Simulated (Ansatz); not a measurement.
Isolated molecules relaxed with PBE0-D4/def2-TZVP in Ansatz; ΔE leaves out vibrations. CCSD(T)/CBS adds triple-zeta CCSD(T) − MP2 to the extrapolated MP2 energy (def2 sets, frozen cores). Functionals use def2-TZVPP. B3LYP here is the variant with VWN-RPA as its local correlation; programs differ in this. One conformer a species, not always the lowest.

Consider the isomerisation: `N[SiH2]C[SiH2]N` → `C[SiH](N)[SiH2]N`.

(1) Is it downhill or uphill in electronic energy at CCSD(T)/CBS, and by how much? (An estimate is asked.)

(2) What do these levels give: B3LYP-D4, r2SCAN, HF/def2-TZVPP, CCSD(T)/def2-TZVPP, MP2/def2-QZVPP, CCSD/CBS(def2)? (An estimate is asked.)

Largest T1 diagnostic among the species: 0.011.

Results:

(1) The calculation gave: Uphill: ΔE = +0.26 eV.

(2) Ansatz gave: B3LYP-D4 0.22, r2SCAN 0.22, HF/def2-TZVPP 0.29, CCSD(T)/def2-TZVPP 0.27, MP2/def2-QZVPP 0.33, CCSD/CBS(def2) 0.26 eV.

From PBE to PBE0 (25 % exact exchange), in def2-TZVPP and without D4, ΔE moves by +0.05 eV. The D4 term adds +0.04 eV with B3LYP and +0.02 eV with PBE0; it sums over pairs of atoms, weighted by their polarisabilities, and B3LYP, whose exchange is more repulsive, gets the larger term.
